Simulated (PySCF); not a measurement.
B3LYP has the VWN-RPA correlation part, as in Gaussian. 

```xyz
9

C     -1.7315    -0.2034     0.2359
C     -0.4249    -0.2486     0.4807
N      0.4808     0.5080    -0.2680
C      1.7133     0.4172     0.0169
H     -2.1193     0.4256    -0.5543
H     -2.4290    -0.7900     0.8170
H     -0.0232    -0.8806     1.2764
H      2.0980    -0.2243     0.8193
H      2.4358     0.9960    -0.5518
```

Charge 0, multiplicity 1.

Give the Mulliken and meta-Löwdin atomic charges from PySCF 2.14.0 with B3LYP-D3(BJ)/def2-TZVP.


```json
[
 {"atom": "C1", "Mulliken (e)": "-0.23", "meta-Löwdin (e)": "-0.25"},
 {"atom": "C2", "Mulliken (e)": "0.00", "meta-Löwdin (e)": "-0.01"},
 {"atom": "N3", "Mulliken (e)": "-0.16", "meta-Löwdin (e)": "-0.22"},
 {"atom": "C4", "Mulliken (e)": "-0.12", "meta-Löwdin (e)": "-0.08"},
 {"atom": "H5", "Mulliken (e)": "0.12", "meta-Löwdin (e)": "0.13"},
 {"atom": "H6", "Mulliken (e)": "0.12", "meta-Löwdin (e)": "0.13"},
 {"atom": "H7", "Mulliken (e)": "0.07", "meta-Löwdin (e)": "0.09"},
 {"atom": "H8", "Mulliken (e)": "0.08", "meta-Löwdin (e)": "0.08"},
 {"atom": "H9", "Mulliken (e)": "0.13", "meta-Löwdin (e)": "0.12"}
]
```
